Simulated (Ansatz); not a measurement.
Molecule: H3S2, net charge 1, singlet state. It need not be the lowest isomer of its formula. 
Structure (B3LYP-D3(BJ)/def2-TZVP (Ansatz, a first-principles code) minimum search):
```
S
H 1 1.3566
H 1 1.3566 2 94.20
S 1 2.0776 2 101.00 3 -102.08
H 4 1.3496 1 91.36 2 -131.73
```
Charge +1, spin multiplicity 1.

Basis-set convergence of Hartree-Fock and CCSD(T) correlation energies (hartree) with Ansatz. Valence correlation only, unless marked. No spin-orbit coupling. Non-relativistic.

| basis | functions | E(HF) | E(corr, CCSD(T)) |
|---|---|---|---|
| aug-cc-pV(D+d)Z | 91 | -796.52388 | -0.34073 |
| aug-cc-pV(T+d)Z | 179 | (withheld) | (withheld) |

Q: Fill in the missing entries.

A: 
- aug-cc-pV(T+d)Z, E(HF): -796.55427
- aug-cc-pV(T+d)Z, E(corr, CCSD(T)): -0.41959
